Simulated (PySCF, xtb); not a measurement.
C6H10, SMILES C=C/C=C/CC.

GFN2-xTB in xtb at its own geometry gives an orbital gap of 3.67 eV and a dipole moment of 0.64 D.

Geometry: PBE0-D3(BJ)/def2-SVP. Other conformers were not sampled.

Task: What does PBE/def2-TZVP in PySCF give? (An estimate is asked for; the answer gives what the named calculation found.)

Result: gap 3.88 eV (levels -5.49 and -1.62 eV), dipole 0.71 D.
